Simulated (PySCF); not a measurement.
Two species compared at the same levels of theory.

First species: C₇H₉N.
SMILES: `CCc1ccccn1`

Second species: methoxymethyl fluoride, C₂H₅FO.
InChI=1S/C2H5FO/c1-4-2-3/h2H2,1H3

Levels: B3LYP/def2-SVPD for dipole moment, HOMO energy, LUMO energy, HOMO–LUMO gap, static isotropic polarisability and electronic spatial extent ⟨r²⟩ about the centre of nuclear charge; TDDFT B3LYP/def2-SVPD for lowest singlet excitation; TDA B3LYP/def2-SVPD for lowest triplet excitation (Tamm–Dancoff); ΔSCF B3LYP/def2-SVPD for vertical ionisation energy; PBE0-D3(BJ)/def2-SVP for rotational constant A and rotational constant C. Geometries: PBE0-D3(BJ)/def2-SVP. Each species is one conformer at its optimised geometry, gas phase, non-relativistic unless stated. Electronic properties by PySCF.

Dipoles, sizes and rotational constants follow the conformer. The torsions of the flexible species, by atom-mapped SMILES:
- `[CH3:1][CH2:2][c:3]1[cH:4][cH:5][cH:6][cH:7][n:8]1`: C1–C2–C3–C4 -119°
- `[CH3:1][O:2][CH2:3][F:4]`: C1–O2–C3–F4 68°

Task: Which has the higher dipole moment?

Result: The first: 1.82 D against 1.66 D, a difference of 0.16 D.

Task: Which has the higher LUMO energy?

Result: The second: 0.46 eV against -1.01 eV, a difference of 1.47 eV.

Task: Which has the higher rotational constant C?

Result: The second: 4.843 GHz against 1.246 GHz, a difference of 3.597 GHz.

Task: Which has the higher S1 energy?

Result: The second: 7.72 eV against 4.74 eV, a difference of 2.98 eV.

Task: Which of the two has the higher vertical ionisation energy, and by how much?

Result: The second: 11.02 eV against 9.20 eV, a difference of 1.82 eV.

Task: Which of the two has the higher HOMO energy, and by how much?

Result: The first: -7.06 eV against -8.26 eV, a difference of 1.20 eV.

Task: Which of the two has the higher T1 energy, and by how much?

Result: The second: 7.55 eV against 4.12 eV, a difference of 3.43 eV.

Task: Which has the higher HOMO–LUMO gap?

Result: The second: 8.72 eV against 6.05 eV, a difference of 2.67 eV.

On the first: The dipole matches unit charges of opposite sign 0.38 Å apart (1 e·Å = 4.8032 D).

On the second: S1 lies 1.00 eV below the HOMO–LUMO gap; its leading configuration is HOMO→LUMO, weight 0.99.
